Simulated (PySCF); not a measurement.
**Spinor energies of Co (cobalt, neutral)**

Start: [Ar] 3d6 4s2 5s1; 3d3/2 filled at m_j = +3/2; 3d5/2 filled at m_j = -3/2, -1/2, +1/2, +3/2, +5/2; 5s1/2 filled at m_j = +1/2. Calculated with PySCF 2.14 in x2c-TZVPall-2c with one added diffuse shell each of s, p, d type (7s8p5d1f, 63 functions): generalised Hartree-Fock with the X2C-1e Hamiltonian and a Gaussian nucleus; one run each with spin-orbit coupling (SO) switched off, then screened by Boettger's factors. This is a chosen level, not necessarily the ground level.

```
spinor shell  electrons  ε, spin-free (eV)  ε, screened SO (eV)  weight of nominal j (screened SO)  rms radius, screened SO (bohr)
       1s1/2          2            -7788.7              -7788.6                              1.000                          0.0649
       2s1/2          2            -978.14              -978.09                              1.000                           0.276
       2p1/2          2            -835.58              -846.22                              0.987                           0.247
       3s1/2          2            -137.90              -137.88                              1.000                           0.824
       3p3/2          4            -93.945              -93.068                              0.829                           0.880
       3p1/2          2            -93.945              -95.704                              0.659                           0.876
       3d5/2          5            -30.901              -31.953                              0.586                            1.05
       3d3/2          1            -30.901              -25.656                              0.788                            1.12
       4s1/2          2            -13.070              -13.069                              1.000                            2.79
       5s1/2          1             -2.557               -2.557                              1.000                            8.14
```

Problem. Where does 2p3/2 lie, and what is the 2p spin-orbit splitting (screened SO)?

Solution. At -830.34 eV, 15.883 eV above 2p1/2.

```json
{"quantity": "E (hartree)", "spin-free": "-1391.55381", "screened SO": "-1391.58213"}
{"quantity": "M_J", "spin-free": "9/2", "screened SO": "9/2"}
{"quantity": "⟨J²⟩", "spin-free": "24.762", "screened SO": "24.763"}
{"quantity": "⟨L²⟩", "spin-free": "6.006", "screened SO": "6.016"}
{"quantity": "⟨S²⟩", "spin-free": "8.756", "screened SO": "8.750"}
```

Each row is a mean over spinors that exchange with the open shell spreads, by up to 17.026 eV (3p3/2).

Rows whose weight is well below 1 are mixtures of j = l ± 1/2: exchange outweighs spin-orbit coupling there, and the label is only the starting occupation.

Without spin-orbit coupling the j labels of p, d and f shells carry no meaning; the spin-free column gives the mean over the occupied spinors of each nl shell.
